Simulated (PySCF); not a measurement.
In(Br)(OH)(NH2) (BrH3InNO), SMILES [NH2][In]([OH])[Br]. Geometry optimised at B3LYP-D3(BJ)/def2-SVP. The structure was generated by enumeration; whether it is a known compound was not checked. The def2 effective core potentials stand for the cores of In; spin–orbit coupling is left out. One conformer was computed; it need not be the lowest.

Task: Give the equilibrium geometry at B3LYP-D3(BJ)/def2-SVP (PySCF confirms it by a frequency run) as bond lengths and angles. (An estimate is asked for; the answer gives what the named calculation found.)

Result: One answer among several that fit: 
Atoms: In1 Br2 O3 H4 N5 H6 H7. Bonded distances (Å): In1–Br2 2.507, In1–O3 2.000, In1–N5 2.034, O3–H4 0.968, N5–H6 1.020, N5–H7 1.020. Bond angles (°): Br2–In1–O3 117.4, Br2–In1–N5 120.8, O3–In1–N5 121.4, In1–O3–H4 111.4, In1–N5–H6 114.1, In1–N5–H7 114.0, H6–N5–H7 108.6.
